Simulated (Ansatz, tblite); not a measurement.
Cost and result up the ladder for ZrClF₃ (5 atoms). Charge 0, multiplicity 1. Geometry: PBE-D4/def2-SVP.

```xyz
5

Zr    0.017    0.053    0.060
Cl   -0.478   -1.472   -1.664
F    -1.590    0.616    0.909
F     0.906    1.575   -0.656
F     1.145   -0.773    1.351
```

Ansatz on 4 threads of Arm Neoverse V1 on a shared host; xTB runs through tblite on one thread. Times are rough, summed over both states, and most runs start from the orbitals of an earlier one. PBE0-D4/def2-TZVP serves as the yardstick here, not as an exact answer. The other state is a doublet.

In the def2 sets Zr takes a core potential; there is no spin–orbit coupling. The xTB rows come from tblite. HOMO above LUMO, or a gap near zero within one spin, warns that the state may not be the lowest or that an electron is smeared out.

Raw xTB energies of ions are shifted by several eV.

```csv
level,functions,wall time
GFN2-xTB,30,0.008 s
GFN1-xTB,30,0.02 s
PBE-D4/def2-TZVP (with forces),170,9.4 s
PBE0-D4/def2-TZVP,170,11 s
r2SCAN-D4/def2-TZVP,170,22 s
```

Estimate what each level gives for the vertical IE (eV).


| level | vertical IE (eV) | difference from PBE0-D4/def2-TZVP (eV) | remarks |
| --- | --- | --- | --- |
| GFN2-xTB | 16.29 | 3.75 | – |
| GFN1-xTB | 16.36 | 3.81 | – |
| PBE-D4/def2-TZVP (with forces) | 12.21 | -0.33 | gap within one spin near zero (+1 doublet) |
| PBE0-D4/def2-TZVP | 12.54 | 0.00 | – |
| r2SCAN-D4/def2-TZVP | 12.43 | -0.11 | – |
